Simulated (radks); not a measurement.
Values are calculated unless marked as measured or tabulated.
Ionisation of the strontium ion Sr2+, [Kr], to Sr3+, [Ar] 3d10 4s2 4p5, under several functionals. Scalar-relativistic Kohn-Sham, spin-polarised, spherical densities, finite nucleus; open shells are filled with parallel spins first (spin-orbit coupling, left out, can overturn this in heavy ions); a radial shooting solver on a logarithmic mesh with Libxc functionals.

functional                                      E(Sr2+) (hartree)  Exc (hartree)  IE (eV)  -e(HOMO) (eV)  <r> HOMO (bohr)  IE error (eV)
Wu-Cohen GGA                                          -3178.27645     -104.05071   43.024         36.528            1.546         +0.140
revPBE                                                -3179.03098     -104.81592   42.957         36.486            1.548         +0.074
TASK exchange with Perdew-Wang LDA correlation        -3178.58528     -104.21700   44.062         37.695            1.539         +1.179
MS2 meta-GGA                                          -3178.89616     -104.63718   43.415         37.049            1.544         +0.531
AM05                                                  -3175.35116     -101.08856   42.988         36.493            1.546         +0.104
SCAN                                                  -3179.65054     -105.35946   43.530         37.149            1.544         +0.646

NIST Atomic Spectra Database: 42.884 eV (measured). Closest: revPBE. The Delta-SCF values span 1.10 eV, the total energies 4.30 hartree. The highest occupied level is 4p. Open shells are spherical and high-spin; term and fine-structure splittings are not resolved.
